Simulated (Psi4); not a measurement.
A dimer, O2S ··· COS (SMILES O=S=O and O=C=S); the first 3 atoms form monomer A.

```
6

O     -1.2388     0.2436     0.0000
S      0.0001    -0.4877     0.0000
O      1.2386     0.2442     0.0000
O      0.0308    -0.7241     2.4784
C      0.1107     0.1365     3.2454
S      0.2187     1.2999     4.2824
```

Task: What interaction energy does SAPT0/jun-cc-pVDZ, frozen core (Psi4 1.11) give, and which attractive term is the largest?

Result: Total 0.75 kcal/mol: electrostatics -9.39, exchange 18.64, induction -4.35, dispersion -4.16. The most attractive term is electrostatics.
